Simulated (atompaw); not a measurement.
u(r) = r·R(r): atom against pseudo-atom (Yb (Z = 70))

Columns: radius, all-electron u(r) and pseudo u(r) of the 6p shell (level -5.53 eV) of ytterbium in the configuration [Kr] 4d10 4f14 5s2 5p6 5d0 6s1 6p0; PBE, scalar-relativistic, PAW (atompaw) scheme, atompaw 4.2.0.5.

```csv
r (bohr),all-electron,pseudo
0.088,-0.0070,-0.0099
0.177,-0.0807,-0.0390
0.265,0.0260,-0.0842
0.354,0.1160,-0.1424
0.442,0.1231,-0.2074
0.531,0.0703,-0.2750
0.619,-0.0060,-0.3380
0.708,-0.0827,-0.3927
0.796,-0.1457,-0.4335
0.885,-0.1914,-0.4584
0.973,-0.2186,-0.4653
1.062,-0.2295,-0.4542
1.150,-0.2265,-0.4268
1.238,-0.2122,-0.3855
1.327,-0.1890,-0.3329
1.415,-0.1594,-0.2737
1.504,-0.1247,-0.2104
1.592,-0.0873,-0.1476
1.681,-0.0475,-0.0864
1.769,-0.0072,-0.0300
1.858,0.0337,0.0222
1.946,0.0736,0.0688
2.035,0.1130,0.1116
2.123,0.1507,0.1505
2.212,0.1872,0.1873
2.300,0.2216,0.2216
```

**Question.** How many radial nodes do the two functions have?

**Answer.** The all-electron 6p function has n − l − 1 = 4 (the table is too coarse to show those close to the nucleus); the pseudo-wave has 1, since 1 lower shell of the same l stays in the valence.

**Question.** Is the pseudo-wave norm-conserving?

**Answer.** No, it belongs to a PAW set: the norm inside the radius is not constrained, and the difference is carried by the augmentation charge.
